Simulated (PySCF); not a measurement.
Screening by computed properties: pick the candidate that meets the target.

All species are isolated and taken at one optimised geometry, non-relativistic unless stated. Electronic properties by PySCF.

The conformers computed, where there is a choice (atom-mapped SMILES and torsion angles):
- `[CH3:1][C:2]([CH3:3])([CH2:4][NH2:5])[CH2:6][C:7]#[N:8]`: C1–C2–C4–N5 178°, C1–C2–C6–C7 -54°, H–N5–C4–C2 78°, H–N5–C4–C2 -164°
- `[CH3:1][C@:2]1([O:3][CH:4]([F:5])[F:6])[CH2:7][CH2:8][C:9]1=[S:10]`: C1–C2–O3–C4 62°, C2–O3–C4–F5 -92°
- `[CH2:1]=[CH:2][CH2:3][NH:4][N:5]([CH3:6])[CH:7]=[CH2:8]`: C1–C2–C3–N4 -133°, C2–C3–N4–N5 -178°, C3–N4–N5–C6 121°, N4–N5–C7–C8 11°
- `[CH3:1][CH2:2][PH:3][CH2:4][Si:5]([CH3:6])([CH3:7])[CH3:8]`: C1–C2–P3–C4 -167°, C2–P3–C4–Si5 169°, P3–C4–Si5–C6 177°
- `[O:1]=[S:2](=[O:3])([Cl:4])[c:5]1[cH:6][cH:7][cH:8][cH:9][c:10]1[Cl:11]`: O1–S2–C5–C6 -112°
- `[CH2:1]=[CH:2]/[C:3]([CH3:4])=[N:5]/[C@@H:6]([SiH3:7])[CH2:8][C:9]#[N:10]`: C1–C2–C3–C4 -2°, C3–N5–C6–Si7 89°, N5–C6–C8–C9 180°
- `[CH3:1][N:2]([S:3](=[O:4])(=[O:5])[F:6])[S:7](=[O:8])(=[O:9])[F:10]`: C1–N2–S3–O4 -19°, C1–N2–S7–O8 -174°

**Question.** Wanted: dipole moment between 3 D and 4.6 D (PBE0/pcSseg-1) and HOMO energy above -7.3 eV (PBE0/pcSseg-1), at GFN2-xTB geometries. Which candidate meets both?
A. `C[C@]1(OC(F)F)CCC1=S`
B. `O=S(=O)(Cl)C1=CC=CC=C1Cl`
C. `C=CCNN(C)C=C`
D. `CCPC[Si](C)(C)C`
E. `CC(C)(CN)CC#N`
F. `C=C/C(C)=N/[C@@H]([SiH3])CC#N`

**Answer.** A. Computed values:
| species | dipole moment | HOMO energy |
| --- | --- | --- |
| C=CCNN(C)C=C | 0.62 D | -5.69 eV |
| CCPC[Si](C)(C)C | 1.22 D | -6.70 eV |
| C[C@]1(OC(F)F)CCC1=S | 3.87 D | -6.85 eV |
| C=C/C(C)=N/[C@@H]([SiH3])CC#N | 4.49 D | -7.35 eV |
| CC(C)(CN)CC#N | 4.72 D | -7.22 eV |
| O=S(=O)(Cl)C1=CC=CC=C1Cl | 5.61 D | -7.99 eV |

**Question.** Wanted: smallest rotational constant between 0.8 GHz and 1 GHz (GFN2-xTB) and HOMO–LUMO gap below 9 eV (PBE0/pcSseg-1), at GFN2-xTB geometries. Which candidate meets both?
A. `O([C@@]1(C)CCC1=S)C(F)F`
B. `CN(S(=O)(=O)F)S(=O)(=O)F`
C. `CCPC[Si](C)(C)C`
D. `C=CCNN(C)C=C`
E. `CC(C)(CN)CC#N`

**Answer.** D. Computed values:
```
                 species  smallest rotational constant  HOMO–LUMO gap
         CCPC[Si](C)(C)C                     0.578 GHz        7.52 eV
 O([C@@]1(C)CCC1=S)C(F)F                     0.719 GHz        4.14 eV
CN(S(=O)(=O)F)S(=O)(=O)F                     0.834 GHz        9.56 eV
            C=CCNN(C)C=C                     0.902 GHz        5.89 eV
           CC(C)(CN)CC#N                     1.316 GHz        8.08 eV
```
